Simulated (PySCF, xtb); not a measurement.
H3O, SMILES [OH3+], charge +1.

GFN2-xTB run with xtb at its own geometry gives an orbital gap of 13.84 eV.

Geometry: B3LYP-D3(BJ)/def2-TZVPD.

Task: What does PBE0/def2-TZVPD (PySCF) give? (The exact figures need the calculation; the answer reports its results.)

Result: gap 13.48 eV (levels -20.68 and -7.20 eV).
